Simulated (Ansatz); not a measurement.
# Interaction energy ladder

The pair of HF (SMILES F, atoms 1–2) and SbH3 (SMILES [SbH3], atoms 3–6), both closed shells, in one local arrangement (a lower one may exist), relaxed at PBE0-D4/def2-TZVP:

F1  (-0.484, 0.594, -2.140)
H2  (-0.060, 0.376, -1.347)
Sb3  (0.503, -0.419, 1.475)
H4  (1.227, 0.015, -0.020)
H5  (-0.590, 0.887, 1.358)
H6  (-0.595, -1.454, 0.675)
(Å)

Program: Ansatz 0.2.0. Basis: def2-TZVPPD, with def2-QZVPPD for the basis limit. Cores are frozen in the correlated methods. Filled d shells of the heavier atoms are correlated. Core potentials replace the inner electrons of the atoms past krypton. The def2 sets are not built for correlating such inner shells, so the correlated values are less sure here. B3LYP uses VWN-RPA correlation. Extrapolation: Hartree–Fock as exp(−7.88 √X), correlation as X^−2.97. Interaction energies count from these two fragments, frozen as in the pair, with the counterpoise correction; negative means bound.

Task: What is the interaction energy by CCSD(T) at an estimated basis limit (MP2 extrapolated from triple and quadruple zeta, plus CCSD(T) − MP2 in triple zeta)? (An estimate is asked for; the value comes from the calculation.)

Result: Computed: -8.3 kJ/mol. Hartree–Fock alone gives -0.4 kJ/mol at the basis limit. It counts from the two fragments frozen as in the pair.

The same quantity by other methods in triple zeta, and each one's difference from that estimate:
```tsv
method	E_int (kJ/mol)	difference
PBE-D4	-12.2	-3.9
revPBE-D4	-9.3	-1.0
BLYP-D4	-9.7	-1.4
r2SCAN-D4	-10.7	-2.4
B97M-V	-9.7	-1.4
PBE0-D4	-10.6	-2.3
B3LYP-D4	-9.6	-1.4
HSE06-D4	-10.6	-2.4
wB97X-V	-8.9	-0.7
wB97M-V	-9.1	-0.8
B2PLYP	-7.0	1.3
HF	-0.3	8.0
MP2	-7.3	0.9
CCSD	-5.8	2.5
CCSD(T)	-7.0	1.3
```
Differences are method less estimate.

Task: Which atoms make the shortest contact between the fragments?

Result: H2 and H4, 1.88 Å apart.

Basis-set superposition shift (counterpoise-corrected less uncorrected): CCSD(T) 2.4; MP2 2.4; HF 0.1; PBE0-D4 0.1; wB97M-V 0.2 kJ/mol.

No T1 diagnostic of these runs exceeds 0.015.

For scale, one of the runs: CCSD(T)/def2-TZVPPD, 164 basis functions, launched by `ansatz run in.yaml --threads 2 --pin off --events-out ev --progress --plain --max-ram 5222MiB`. Hardware: 2 CPU threads of an Intel Xeon Platinum 8375C, shared host. Wall time 29 s; peak host memory 1.5 GiB.
